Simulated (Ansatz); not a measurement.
AlB₁₂⁻, relaxed as a singlet with RKS PBE-D4/def2-SVP in Ansatz, starting from the GFN2-xTB geometry. Force threshold 0.03 eV/Å.

The restricted singlet is unstable towards broken spin symmetry in Hartree–Fock (as tested in another run); at PBE-D4/def2-SVP this wasn't settled. At PBE-D4/def2-SVP a triplet of charge -1 lies 0.05 eV below the restricted singlet, each at its own geometry. The structure comes from a short search, and lower isomers may exist.

Start:

```xyz
13

Al   -1.013   -1.171   -2.271
B     0.544    0.259    0.684
B     0.840   -1.856   -2.164
B     0.925    1.119    2.138
B    -1.739    1.549    1.223
B     1.995    0.242    1.487
B     0.488   -0.686   -0.687
B    -0.856    0.136   -0.296
B    -0.503    1.654    2.090
B    -2.330    0.912   -0.037
B    -2.285    0.023   -1.297
B     1.861   -1.512   -1.098
B     2.073   -0.670    0.229
```

| step | energy (eV) | largest force component (eV/Å) | SCF passes |
| --- | --- | --- | --- |
| 1 | -14683.4214 | 1.689 | 28 |
| 2 | -14683.7592 | 1.099 | 25 |
| 3 | -14684.0107 | 0.327 | 32 |
| 4 | -14684.0482 | 0.532 | 32 |
| 5 | -14684.0639 | 0.320 | 26 |
| 6 (rejected) | -14684.0456 | 0.396 | 32 |
| 7 | -14684.0755 | 0.085 | 27 |
| 8 | -14684.0802 | 0.156 | 34 |
| 9 | -14684.0844 | 0.071 | 28 |
| 10 | -14684.0863 | 0.064 | 27 |
| 11 | -14684.0868 | 0.091 | 28 |
| 12 | -14684.0874 | 0.018 | 26 |

Force components are those of the run's own axes.

End:

```csv
atom,x (Å),y (Å),z (Å)
Al1,-1.1048,-1.1540,-2.2895
B2,0.4128,0.4331,0.8561
B3,0.7692,-1.7518,-2.0546
B4,1.1133,1.1626,2.3104
B5,-1.4208,1.2633,0.9942
B6,2.0932,0.2405,1.5443
B7,0.4873,-0.6844,-0.6957
B8,-1.0107,0.1356,-0.3871
B9,-0.3589,1.5697,2.0566
B10,-2.4882,0.8982,-0.1529
B11,-2.4354,0.0115,-1.3986
B12,1.9058,-1.5041,-1.0605
B13,2.0371,-0.6203,0.2771
```

Bonds formed: B2–B9, B5–B8 (atoms count from 1).

No frequencies were taken in this run, so the end may be a saddle point.

It took 36 s on 4 threads of Arm Neoverse V1 on a shared host.
